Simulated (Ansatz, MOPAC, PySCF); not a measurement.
System: H2N (cation, charge +1), triplet: symmetric bend, bond length relaxed. Scanned: H-N-H angle. Other coordinates (N-H bond length) were minimised at PBE0/def2-TZVP.

- PM6, unrestricted, heats of formation (MOPAC)
- PM7, unrestricted, heats of formation (MOPAC)
- UKS-M06-2X/6-31G* = unrestricted M06-2X/6-31G*, spherical d run with PySCF 2.14.0
- FCI/def2-SVP = full CI/def2-SVP, frozen core (Ansatz, a first-principles code)

Energies relative to the lowest point of each profile, in kcal/mol; the last columns give the difference from FCI:

| a / ° | PM6 | PM7 | UKS-M06-2X/6-31G* | FCI/def2-SVP | PM6 − FCI/def2-SVP | PM7 − FCI/def2-SVP | UKS-M06-2X/6-31G* − FCI/def2-SVP |
|---|---|---|---|---|---|---|---|
| 168.88 | 0.0 | 0.0 | 0.8 | 0.6 | -0.6 | -0.6 | 0.2 |
| 158.08 | 0.1 | 0.7 | 0.2 | 0.1 | 0.0 | 0.6 | 0.1 |
| 150.42 | 0.5 | 1.8 | 0.0 | 0.0 | 0.5 | 1.8 | 0.0 |
| 140.68 | 1.8 | 4.2 | 0.4 | 0.5 | 1.2 | 3.6 | -0.1 |
| 130.05 | 4.7 | 8.6 | 2.4 | 2.6 | 2.1 | 6.0 | -0.2 |
| 118.25 | 10.4 | 16.3 | 7.5 | 7.5 | 2.9 | 8.8 | -0.1 |
| 109.04 | 16.9 | 24.6 | 13.9 | 13.7 | 3.2 | 10.9 | 0.2 |
| 99 | 26.4 | 36.4 | 24.0 | 23.2 | 3.2 | 13.1 | 0.7 |
| 91.19 | 35.7 | 47.5 | 34.3 | 32.9 | 2.7 | 14.6 | 1.4 |
| 77.57 | — | — | — | 55.4 | — | — | — |

PM6 is furthest from FCI/def2-SVP at 109.04 (3.2 kcal/mol, above); its mean absolute difference over the points is 1.8 kcal/mol.

PM7 is furthest from FCI/def2-SVP at 91.19 (14.6 kcal/mol, above); its mean absolute difference over the points is 6.7 kcal/mol.

UKS-M06-2X/6-31G* is furthest from FCI/def2-SVP at 91.19 (1.4 kcal/mol, above); its mean absolute difference over the points is 0.3 kcal/mol.

Dashes: no converged value, or the column stops at the first point that the program doubted or that broke a chosen test of continuity, which isn't proof of a fault.

The scan ran from 180.0 to 60.0; beyond the range shown the relaxed coordinates jump or full CI changes its symmetry label.
